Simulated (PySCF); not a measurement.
**UHF on Mn²⁺ (manganese, charge +2)**

Configuration: [Ar] 3d4 4p1, one real determinant (an excited configuration). Computed with PySCF 2.14 in x2c-QZVPPall (11s7p5d4f2g, 103 functions), with the spin-free X2C one-electron Hamiltonian (Gaussian nucleus).

```json
{
 "Total energy": "-1156.161454 hartree",
 "One-electron energy": "-1571.2622 hartree",
 "Hartree (Coulomb) energy": "465.9156 hartree",
 "Exchange energy": "-50.8148 hartree",
 "⟨S²⟩": "8.7518",
 "⟨L²⟩": "8.015",
 "Sum of ⟨r⟩": "16.31 bohr",
 "Sum of ⟨r²⟩": "23.17 bohr²",
 "Traceless quadrupole moment −½Σ⟨3z² − r²⟩ along its main axis": "-3.66 e·bohr²",
 "Langevin diamagnetic susceptibility": "-18.4 ×10⁻⁶ cm³/mol"
}
```

```tsv
shell	electrons	mean orbital energy (hartree)	spread (hartree)	rms radius, mean of both spins (bohr)
1s α	1	-243.50000	0	0.0703
1s β	1	-243.49764	0	0.0703
2s α	1	-30.61651	0	0.302
2s β	1	-30.49625	0	0.302
2p α	3	-25.97303	0.00390	0.273
2p β	3	-25.85065	0.03055	0.273
3s α	1	-5.03309	0	0.906
3s β	1	-4.67504	0	0.906
3p α	3	-3.66830	0.05214	0.967
3p β	3	-3.23403	0.06665	0.967
3d α	4	-1.58771	0.04701	1.15
4p α	1	-0.71329	0	3.16
```

⟨L²⟩ = 8.01 against 12 for a pure F term, so this real determinant mixes terms.

Densities and radii are taken from the X2C orbitals without a picture-change correction, which distorts them close to the nucleus.

Spin-orbit constants ζ (cm⁻¹) from the X2C one-electron operator on these orbitals: bare nucleus, nucleus screened by l(l+1)(2l+1)/3 electrons, and screened by the Breit-Pauli mean field of the electrons.

```
shell   bare  screened nucleus  mean field
   2p  59340             54600         n/a
   3p   7253              6673         n/a
   3d  689.1             413.5         n/a
   4p  571.8             526.0         n/a
```

To first order the Landé constant is A = 90.20 cm⁻¹, so the lowest level has J = 1/2 and lies 0.112 eV below the centre of the term. This holds in LS coupling only.
